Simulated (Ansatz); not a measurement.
Conformers of FH$_{4}$O$_{3}$Si$_{2}$, SMILES `O[SiH]O[SiH](O)F` radical, each relaxed with PBE0-D4/def2-TZVP in Ansatz. CBS adds the triple-zeta coupled-cluster correction to the MP2 limit.

Not all of them had a frequency check.

Conformer A:

Z-matrix (Å, degrees):
```
Si
O 1 1.639
F 1 1.588 2 109.1
O 1 1.610 2 106.3 3 119.1
H 1 1.470 2 112.8 3 -118.4
H 2 0.958 1 119.0 3 54.0
Si 4 1.657 1 138.4 2 -5.4
O 7 1.640 4 109.8 1 -22.1
H 7 1.493 4 108.0 1 -138.3
H 8 0.964 7 115.4 4 36.5
```

Conformer B:

Z-matrix (Å, degrees):
```
Si
O 1 1.619
F 1 1.601 2 110.4
O 1 1.621 2 111.9 3 117.9
H 1 1.466 2 107.5 3 -117.8
H 2 0.958 1 120.0 3 -74.9
Si 4 1.650 1 140.0 2 -132.0
O 7 1.642 4 111.1 1 -26.0
H 7 1.490 4 107.9 1 -141.3
H 8 0.960 7 117.8 4 54.7
```

Task: Which is lowest in electronic energy at CCSD(T)/CBS (frozen core, def2 sets), and by how much? (An estimate is asked.)

Result: The calculation gave: A; B lies 1.8 kJ/mol higher. Gaps under about 2 kJ/mol don't settle the order.

Task: Give the energies relative to A (kJ/mol) with PBE-D4/def2-TZVPP, B2PLYP/def2-TZVPP, PBE0/def2-TZVPP, B3LYP/def2-TZVPP, HF/def2-TZVPP, MP2/def2-TZVPP, HF/def2-QZVPP. (Best estimate.)

Result: The calculation gave: 
```tsv
level	B
PBE-D4/def2-TZVPP	1.6
B2PLYP/def2-TZVPP	1.0
PBE0/def2-TZVPP	1.0
B3LYP/def2-TZVPP	0.3
HF/def2-TZVPP	-0.5
MP2/def2-TZVPP	1.9
HF/def2-QZVPP	-0.5
```

B3LYP here is the variant with VWN-RPA as its local correlation; programs differ in this.
